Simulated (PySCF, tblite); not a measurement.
A set of runs on `C#[C][GeH2][O][GeH2][GeH3]`; the geometry of each is named by its level. Settings lines and outputs come from a driver script.

C2H8Ge3O.
SMILES with atom numbers: `[CH:1]#[C:2][GeH2:3][O:4][GeH2:5][GeH3:6]` (hydrogens: H7 on C1; H8, H9 on Ge3; H10, H11 on Ge5; H12, H13, H14 on Ge6)

Step 1: GFN2-xTB geometry optimisation, gas phase (tblite 0.8.0) (from a force-field or distance-geometry start)
```json
{"job": {"kind": "relax", "xc": "GFN2-xTB", "basis": "xTB"}, "charge": 0, "multiplicity": 1}
```
```
step      E/eV     max force
  0    -493.87166    1.221
  1    -493.93862    1.075
  2    -493.97166    4.715
...
106    -494.36471    0.015
107    -494.36476    0.018
108    -494.36481    0.016
109    -494.36485    0.010
110    -494.36486    0.009
```

Energy lowered by 11.4 kcal/mol over 110 steps; largest atomic force 0.009 eV/Å at the end. «max force» is the largest atomic force in eV/Å.

The run took 0.67 s on one thread of an AMD EPYC 9R45, no GPU, shared host with 96 logical CPUs at a one-minute load of 55.

Step 2: GFN2-xTB harmonic vibrations, gas phase (tblite 0.8.0) (on the GFN2-xTB geometry)
```json
{"job": {"kind": "ir", "xc": "GFN2-xTB", "basis": "xTB"}, "charge": 0, "multiplicity": 1}
```
```
(table of modes left out)
```

36 modes from -11 to 3332 cm⁻¹ (unscaled, harmonic, a negative number standing for an imaginary wavenumber); zero-point energy 45.0 kcal/mol from the real modes; the lowest is imaginary at this level.

Time: 0.43 s. Hardware: one thread, AMD EPYC 9R45 (x86_64) (shared host).

Step 3: TDDFT CAM-B3LYP/def2-SVPD, vertical, gas phase, core orbitals frozen in the response (PySCF 2.14.0, density-fitted response routines) (on the GFN2-xTB geometry)
```json
{"job": {"kind": "uv", "xc": "CAM-B3LYP", "basis": "def2-SVPD", "nstates": 8, "ntriplets": 3}, "charge": 0, "multiplicity": 1}
```
```
...
Static polarisability (au): isotropic 111.924, principal 92.533 112.518 130.720
Singlet excitations
state   eV       nm        f      main configurations
  1   5.9711    207.6   0.00015   H-2->L 0.29, H-1->L 0.27, H-3->L 0.10
  2   6.2562    198.2   0.00050   H->L 0.56, H-3->L 0.10, H-1->L 0.08
  3   6.4283    192.9   0.00407   H-1->L 0.25, H-2->L 0.24, H-3->L 0.11
  4   6.4430    192.4   0.00593   H->L 0.27, H-1->L 0.25, H-3->L 0.15
  5   6.5194    190.2   0.00058   H-3->L+3 0.35, H-2->L+3 0.10, H-2->L 0.10
  6   7.4125    167.3   0.00457   H->L+2 0.42, H->L+1 0.15, H->L+3 0.14
  7   7.4584    166.2   0.20533   H->L+1 0.33, H->L+2 0.28, H->L+4 0.15
  8   7.5073    165.2   0.05567   H->L+1 0.37, H->L+3 0.19, H->L+4 0.16
Triplet excitations (Tamm-Dancoff, eV): 5.0547 5.4782 5.5568
```

HOMO -9.26 eV, LUMO 0.18 eV; lowest singlet 5.97 eV; lowest triplet 5.05 eV (Tamm–Dancoff); mean polarisability 111.9 au.

The run took 57 s of wall time on one thread of an AMD EPYC 9R45, no GPU, on a shared host, and the process peaked at 1.1 GiB of memory.

Geometry of the electronic-property runs (GFN2-xTB):
```
atom  x, y, z in Å
C1     2.0427    1.7213   -0.1425
C2     1.9122    0.5642   -0.4482
Ge3    1.5642   -1.2542   -0.9028
O4    -0.1568   -1.4848   -0.9602
Ge5   -1.6396   -0.9870   -0.1614
Ge6   -1.3837    1.0238    1.0862
H7     2.1928    2.7333    0.1120
H8     2.1346   -2.1677    0.1497
H9     2.0102   -1.5765   -2.2976
H10   -2.0316   -2.2068    0.6581
H11   -2.5968   -0.9209   -1.3361
H12   -0.2564    1.0004    2.0761
H13   -1.1762    2.2498    0.2474
H14   -2.6163    1.3047    1.8970
```

 (This holds for the electronic-property runs.)

One conformer stands for the species.
